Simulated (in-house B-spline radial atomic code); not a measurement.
The numbers below are computed, except where a source is named.
## Light and heavy implants in Ge at 10 keV

The pair potential comes from two frozen, spherical free-atom densities (PBE, B-spline radial code, scalar-relativistic past argon): electrostatics plus the change in Thomas-Fermi kinetic and Dirac exchange energy where they overlap, the recipe behind the universal ZBL potential, which averages such potentials (from solid-state densities) over many pairs. It is written V = (Z1 Z2 e²/r) φ(r/a), with e² = 14.3996 eV·Å and a = 0.46850 Å/(Z1^0.23 + Z2^0.23); ZBL's fit is φ = 0.18175 e^(−3.1998x) + 0.50986 e^(−0.94229x) + 0.28022 e^(−0.4029x) + 0.02817 e^(−0.20162x). Where φ falls below 4e-4 it is continued as an exponential.

The target, Ge, is taken as amorphous, density 5.3234 g/cm³ (NSM archive of the Ioffe Institute); nuclear stopping from classical scattering on these potentials, electronic stopping by Lindhard and Scharff, compounds by atom fraction, projected range from N (S_n + S_e) dR_p/dE = 1 − N S_n (M2/M1) R_p/(2E), which runs up to 8 % short of the full integral equation; no channelling. Lindhard and Scharff's S_e can be off by tens of per cent.

```json
{"ion": "F", "mass (u)": "19.0", "N S_n (eV/nm)": "213", "N S_e (eV/nm)": "93.5", "S_n = S_e at (keV)": "42", "path (nm)": "46", "projected range (nm)": "15"}
{"ion": "S", "mass (u)": "32.06", "N S_n (eV/nm)": "479", "N S_e (eV/nm)": "116", "S_n = S_e at (keV)": "140", "path (nm)": "25.3", "projected range (nm)": "10.2"}
{"ion": "Cl", "mass (u)": "35.45", "N S_n (eV/nm)": "532", "N S_e (eV/nm)": "115", "S_n = S_e at (keV)": "160", "path (nm)": "23.4", "projected range (nm)": "9.79"}
{"ion": "As", "mass (u)": "74.92", "N S_n (eV/nm)": "1130", "N S_e (eV/nm)": "128", "S_n = S_e at (keV)": "750", "path (nm)": "13.6", "projected range (nm)": "7.56"}
{"ion": "In", "mass (u)": "114.82", "N S_n (eV/nm)": "1550", "N S_e (eV/nm)": "132", "S_n = S_e at (keV)": "1700", "path (nm)": "10.9", "projected range (nm)": "6.94"}
{"ion": "Te", "mass (u)": "127.6", "N S_n (eV/nm)": "1620", "N S_e (eV/nm)": "130", "S_n = S_e at (keV)": "2100", "path (nm)": "10.5", "projected range (nm)": "6.96"}
{"ion": "Xe", "mass (u)": "131.29", "N S_n (eV/nm)": "1660", "N S_e (eV/nm)": "131", "S_n = S_e at (keV)": "2200", "path (nm)": "10.3", "projected range (nm)": "6.89"}
```

(1) How do the nuclear share and the range change from the lightest ion to the heaviest?

(2) With a displacement energy of 15 eV taken for illustration, how many displacements per nanometre does In start at entry, by the rule 0.8 E_damage/(2 E_d)?

Results:

(1) The nuclear share goes from 69 % for F to 93 % for Xe, and the projected range from 15 to 6.89 nm, a factor of 2.2. S_e changes by a factor of 1.40, since the heavy ion is slower but has the larger Z1, while S_n grows 8-fold. The heavy ion also keeps its direction better: R_p is 0.67 of the path, against 0.33.

(2) Taking all nuclear loss as damage energy, an upper bound, 0.8 × 1550/(2 × 15) = 41.3 per nm.
